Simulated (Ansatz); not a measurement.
Basis-set extrapolation for CH₈O₄Si₂, SMILES `CO[SiH](O)[SiH](O)O` (PBE0-D4/def2-TZVP geometry, frozen core, Ansatz 0.2.0). Multiplicity 1, RHF reference.

```csv
,def2-TZVPP,def2-QZVPP
HF,-920.214197,-920.249851
MP2 correlation,-1.366453,-1.476024
CCSD(T) correlation,-1.459261,not run
```

Energies in hartree. Use E(X) = E(∞) + A·exp(−7.88·√X) for Hartree–Fock and E(X) = E(∞) + B·X^(−2.97) for correlation, with X = 3 and 4, and add CCSD(T) minus MP2 of the smaller set to the MP2 limit.

What is the CCSD(T) energy at the basis-set limit?

HF limit: -920.249851 + (-0.035654) × 0.13774 = -920.25476. MP2 limit: -1.476024 + (-0.109571) × 0.74074 = -1.55719. Higher-order term: -1.459261 − (-1.366453) = -0.09281. Total: -921.90476 hartree, 607.3 kJ/mol below CCSD(T)/def2-TZVPP.
